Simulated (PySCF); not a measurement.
**SrN⁺: energy against distance**

Set-up: PySCF, scalar-relativistic core potentials, basis sets Sr def2-SVPD with ECP28, N def2-SVPD. Energies in eV from Sr⁺ + N in their ground configurations at the same level. All curves are PBE0. state 1: ³Σ⁻ (triplet), unpaired electrons π ↑↑; state 2: ³Π (triplet), unpaired electrons σ ↑, π ↑, a second solution, started from another occupation; state 3: Ms = 0 determinant of mixed spin (⟨S²⟩ near 1.0), unpaired electrons π ↑↓, a mixture of terms (⟨Lz²⟩ = 2.0), a second solution, started from another occupation; state 4: Ms = 0 determinant of mixed spin (⟨S²⟩ near 1.0), unpaired electrons σ ↓, π ↑, a second solution, started from another occupation.

```csv
R (Å),state 1,state 2,state 3,state 4
2.005,-0.693,-1.058,-0.1685,-0.5186
2.098,-1.127,-1.264,-0.6027,-0.7119
2.191,-1.364,-1.306,-0.8373,-0.7458
2.261,-1.447,-1.258,-0.9155,-0.6948
2.331,-1.467,-1.162,-0.9305,-0.5960
2.401,-1.443,-1.030,-0.8971,-0.4617
2.494,-1.360,-0.815,-0.7976,-0.2443
2.611,-1.211,-0.513,-0.6149,0.0643
2.751,-1.011,-0.139,-0.3480,0.4578
2.937,-0.765,0.314,0.0373,0.9760
```

Put a parabola through the three lowest points of the state 1 curve and estimate Re, k and ωe (reduced mass 12.08 u; 1 eV/Å² = 0.16022 mdyn/Å; ωe = 1302.8·√(k/μ) cm⁻¹).

Through R = 2.261, 2.331, 2.401 Å the second-order coefficient is 4.49 eV/Å², so Re ≈ 2.328 Å, k ≈ 1.44 mdyn/Å and ωe ≈ 450 cm⁻¹. A polynomial fit of higher order to the unrounded PBE0 energies gives Re = 2.324 Å, k = 1.54 mdyn/Å, ωe = 465 cm⁻¹; anharmonicity and rounding make the difference.

The higher-order fit for each curve: state 1: Re = 2.324 Å, ωe = 465 cm⁻¹, De = 1.47 eV; state 2: Re = 2.173 Å, ωe = 565 cm⁻¹, minimum 1.31 eV below the ground-state fragments; state 3: Re = 2.315 Å, ωe = 486 cm⁻¹, minimum 0.93 eV below the ground-state fragments; state 4: Re = 2.168 Å, ωe = 564 cm⁻¹, minimum 0.75 eV below the ground-state fragments.

⟨S²⟩ of the unrestricted solution departs from its pure value on part of the curve, where spin states mix. Spin–orbit coupling is left out. For an ion De counts to the pair picked by the measured ionisation energies or electron affinities, which need not be the lowest pair at this level. The state is the lowest determinant that a PBE0 search found; another state may lie lower at other levels.
